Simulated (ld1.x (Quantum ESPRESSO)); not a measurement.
Which change was made? (Sr, PAW)

| Quantity | Value |
| --- | --- |
| Element | strontium |
| Generator | ld1.x (Quantum ESPRESSO) 7.5 |
| Type | PAW |
| Functional | PBE |
| Relativity | scalar-relativistic |
| Frozen core | [Ar] 3d10 |
| Valence charge | 10 |
| Reference configuration | 4s2 4p6 4d0 5s1 5p0 (charge +1) |
| Partial waves | 4s (bound): rcut 2.15, rcutus 2.60 bohr; 5s (bound): rcut 2.15, rcutus 2.60 bohr; 4p (bound): rcut 2.20, rcutus 2.40 bohr; 5p (bound, empty): rcut 2.20, rcutus 2.40 bohr; 4d (bound, empty): rcut 2.05, rcutus 2.70 bohr; 4d channel at 3.65 Ry: rcut 2.05, rcutus 2.70 bohr |
| Local potential | all-electron potential smoothed inside 1.95 bohr (lloc = -1) |
| Core correction | Bessel-smoothed model core inside 2.35 bohr |
| Augmentation charge | BESSEL, radius 1.50 bohr |

Cutoffs, loose and tight: the cutoffs (Ry, on a coarse ladder) from which the occupation-weighted sum of valence levels, in a spherical-Bessel basis at the reference potential, stays within 10 and 1 mRy of its value at 400 Ry. They do not see the model core or the augmentation charge, which bear on the density cutoff. Test errors are all-electron minus pseudo excitation energies from the reference, over the configurations 4s2 4p6 4d0 5s2 5p0; 4s2 4p6 4d0 5s0 5p0; 4s2 4p6 4d0 5s1.5 5p0; 4s1 4p6 4d0 5s2 5p0; 4s2 4p6 4d1 5s1 5p0; 4s2 4p6 4d0 5s1 5p1; 4s2 4p6 4d1 5s0 5p0; variants that change the core or the reference have their own tests. The largest error is taken over the tests solved by every variant that gives reliable tests at all, those not shown here included: 4s2 4p6 4d0 5s0 5p0; 4s2 4p6 4d0 5s1.5 5p0; 4s2 4p6 4d0 5s2 5p0.

The base gives: outcome: generated, overlap not positive; bound ghosts: not determined (overlap not positive); largest test error (meV): -0.6.

(1) After one change the result is: outcome: generated, overlap not positive; bound ghosts: not determined (overlap not positive); largest test error (meV): -6.8. Which change was it?
A. local potential all-electron potential smoothed inside 1.02 bohr (lloc = -1)
B. type ultrasoft; local potential all-electron potential smoothed inside 2.65 bohr (lloc = -2); augmentation built from norm-conserving waves at rcut, not smoothed further
C. functional PBEsol

## Answers

(1) A. The others give: functional PBEsol → outcome: generated, overlap not positive; bound ghosts: not determined (overlap not positive); largest test error (meV): -0.5 | type ultrasoft; local potential all-electron potential smoothed inside 2.65 bohr (lloc = -2); augmentation built from norm-conserving waves at rcut, not smoothed further → outcome: generated, misses its reference levels by 1.31 eV; bound ghosts: not determined; largest test error (meV): +1509. A file whose overlap is not positive is unfit for use, and its test errors describe a broken file.
